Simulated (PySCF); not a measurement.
Orbital picture of CsF

PBE0 at R = 2.329 Å; basis Cs x2c-TZVPall, F x2c-TZVPall; spin-free X2C with a Gaussian nucleus; PySCF 2.14. State: ¹Σ⁺ (singlet), closed shell. Only the outer orbitals are listed, counted within each symmetry.

| orbital | occ. | ε (eV) | on Cs (%) | main shells (%) |
| --- | --- | --- | --- | --- |
| 11σ | 2 | -28.29 | 81 | 81 Cs s, 18 F s |
| 12σ | 2 | -26.69 | 21 | 79 F s, 19 Cs s |
| 6π | 2 | -14.02 | 100 | 100 Cs p |
| 6π | 2 | -14.02 | 100 | 100 Cs p |
| 13σ | 2 | -13.79 | 92 | 92 Cs p |
| 7π | 2 | -6.87 | 4 | 96 F p |
| 7π | 2 | -6.87 | 4 | 96 F p |
| 14σ | 2 | -6.58 | 14 | 86 F p |
| 15σ | 0 | -0.78 | 100 | 85 Cs s, 14 Cs p |
| 8π | 0 | 0.22 | 100 | 82 Cs p, 18 Cs d |
| 8π | 0 | 0.22 | 100 | 82 Cs p, 18 Cs d |

**Question.** Which are the highest filled and the lowest empty level, where do they sit, and how wide is the gap?

**Answer.** Highest filled 14σ at -6.58 eV (in %: 86 F p); lowest empty 15σ at -0.78 eV (in %: 85 Cs s, 14 Cs p); the gap at PBE0 is 5.80 eV.

```
bond order (Mayer)                              : 0.50
⟨S²⟩                                            : 0.000
charge on Cs (Mulliken, basis-dependent)        : 0.69
charge on Cs (Löwdin, basis-dependent)          : 0.62
dipole moment (positive dipole means Cs(−)F(+)) : -7.42 D
polarisability along the bond                   : 36.2 bohr³
polarisability across the bond                  : 22.2 bohr³
```

Spin–orbit coupling is left out.
